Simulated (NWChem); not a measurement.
# Atomisation of H$_{3}$N$_{2}$

SMILES: [NH]N
```xyz
5

N      0.6557    -0.3590     0.0988
N     -0.5511     0.1907    -0.1278
H      1.3287     0.4180     0.0270
H     -0.7285     1.1775     0.0710
H     -1.3327    -0.4170     0.1048
```
Charge 0, spin multiplicity 2.

The numbers come from NWChem runs, not from measurements. Structure: optimised with UB3LYP/def2-SVP, a minimum by its harmonic frequencies. It is one conformer; others weren't searched.

Basis set: def2-TZVP. The atomisation energy is electronic alone: no zero-point, thermal, spin-orbit or counterpoise terms. No value is extrapolated to the basis-set limit. Free atoms are single determinants with multiplicities N 4, H 2.

B3LYP has NWChem's definition, with VWN1-RPA local correlation. The structure started from a generated list of species. The stability of the SCF solutions was not checked.

Problem. Order these methods by the atomisation energy they give, lowest first: LDA (SVWN5), B3LYP, PBE0, BP86, BHandHLYP, PBE.

Solution. BHandHLYP (334.0 kcal/mol), PBE0 (350.7 kcal/mol), B3LYP (355.5 kcal/mol), PBE (366.9 kcal/mol), BP86 (374.8 kcal/mol), LDA (SVWN5) (417.8 kcal/mol)
